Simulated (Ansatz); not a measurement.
Reactions of C2H10BNSi, SMILES `BN([SiH3])CC`.

Computed with Ansatz on PBE0-D4/def2-TZVP structures; ΔE is electronic, products minus reactants. CBS: MP2 limit from def2 TZ/QZ plus the TZ coupled-cluster correction, frozen cores. This one scheme is used for every species. DFT in def2-TZVPP. For Ga outer-core shells are correlated without core-valence functions, which leaves a few kJ/mol of doubt a bond. Scalar relativity is left out up to krypton. One conformer a species, not always the lowest.

```tsv
reaction	B2PLYP (kJ/mol)
`BN([SiH3])CC` + `BCOC` → `BBCOC` + `CCN[SiH3]`	153
`BN([SiH3])CC` + `SS` → `[SiH3]SS` + `BNCC`	-25
`BN([SiH3])CC` + `BN` → `BNCC` + `BN[SiH3]`	-7
`BN([SiH3])CC` + `C=C` → `BN([SiH3])CC=C` + CH₄	-17
`BN([SiH3])CC` + `[OH][Ga]([Cl])[O][SiH3]` → `B[O][Ga]([Cl])[O][SiH3]` + `CCN[SiH3]`	10
`BN([SiH3])CC` + `NB(O)Cl` → `NB(Cl)O[SiH3]` + `BNCC`	-53
`BN([SiH3])CC` + `OCF` → `BOCF` + `CCN[SiH3]`	6
```

(1) Give the CCSD(T)/CBS values in the same order. (Best estimate.)

Largest T1 diagnostic: 0.014, for `B[O][Ga]([Cl])[O][SiH3]`.

## Answers

(1) Ansatz gave: 156, -22, -3, -17, 15, -47, 12 kJ/mol.
